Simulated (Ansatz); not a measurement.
```yaml
crystal:
  periodic: [false, false, false]
  atoms:
    - {symbol: C, position_ang: [-1.790433, 0.658100, -0.068154]}
    - {symbol: Ti, position_ang: [0.194275, 0.321732, -0.450333]}
    - {symbol: C, position_ang: [1.211873, 0.732320, 1.280034]}
    - {symbol: C, position_ang: [0.401189, -1.686365, -0.800973]}
    - {symbol: Cl, position_ang: [0.925372, 1.535285, -2.145781]}
    - {symbol: H, position_ang: [-2.376152, 0.583969, -0.989939]}
    - {symbol: H, position_ang: [-2.151496, -0.086536, 0.650187]}
    - {symbol: H, position_ang: [-1.919686, 1.659198, 0.357116]}
    - {symbol: H, position_ang: [2.232156, 0.340132, 1.209656]}
    - {symbol: H, position_ang: [0.700482, 0.253331, 2.122586]}
    - {symbol: H, position_ang: [1.256206, 1.812499, 1.451681]}
    - {symbol: H, position_ang: [0.202979, -2.237378, 0.125286]}
    - {symbol: H, position_ang: [1.415155, -1.912849, -1.145688]}
    - {symbol: H, position_ang: [-0.315018, -2.002639, -1.566978]}
basis:
  gaussian: {orbitals: def2-mTZVPP, fitting: {mean_field: cc-pVTZ-jkfit}, final_grid: {core_spheres: 8, valence_spheres: 7, degree: 23}}
magnetization: {spin_polarized: true, initial_magnetization: 1}
hamiltonian: {xc: {name: wB97M-V}, pseudopotentials: {relativity: scalar}}
output: {forces: true}
```

```sh
$ ansatz run in.yaml --threads 4 --pin off --events-out ev --progress --plain --max-ram 11315MiB
```

It prints (some lines left out):

```
Error: a molecule whose nuclei and cores have a total charge of 66 cannot have a net charge of 0 together with 1 unpaired electrons
```

**Question.** What is wrong with this run?

**Answer.** The number of unpaired electrons doesn't fit the electron count. The program refused the input.
